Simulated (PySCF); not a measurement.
## Two-component Hartree-Fock for Dy⁵⁴⁺ (dysprosium, charge +54)

Start: [Ne] 3s2. Calculated with PySCF 2.14 in an uncontracted even-tempered set (17 s from 5.3 bohr⁻², ratio 2.6; 14 p from 6.9 bohr⁻², ratio 2.6; 6 d from 7.1 bohr⁻², ratio 2.8; 4 f from 97 bohr⁻², ratio 2.8): generalised Hartree-Fock with the X2C-1e Hamiltonian and a Gaussian nucleus; spin-orbit coupling (SO) screened by Boettger's factors.

| spinor shell | electrons | ε, screened SO (eV) | weight of nominal j (screened SO) | rms radius, screened SO (bohr) |
| --- | --- | --- | --- | --- |
| 1s1/2 | 2 | -58225.6 | 1.000 | 0.0240 |
| 2s1/2 | 2 | -13049.9 | 1.000 | 0.0952 |
| 2p1/2 | 2 | -12632.2 | 1.000 | 0.0814 |
| 2p3/2 | 4 | -11801.5 | 1.000 | 0.0875 |
| 3s1/2 | 2 | -5298.4 | 1.000 | 0.227 |

| quantity | screened SO |
| --- | --- |
| E (hartree) | -8995.74619 |
| M_J | 0 |
| ⟨J²⟩ | 0.000 |
| ⟨L²⟩ | 0.020 |
| ⟨S²⟩ | 0.020 |

Breit and QED terms are absent; they matter most for the inner s and p1/2 levels.

Densities and radii are taken from the X2C orbitals without a picture-change correction, which distorts them close to the nucleus.
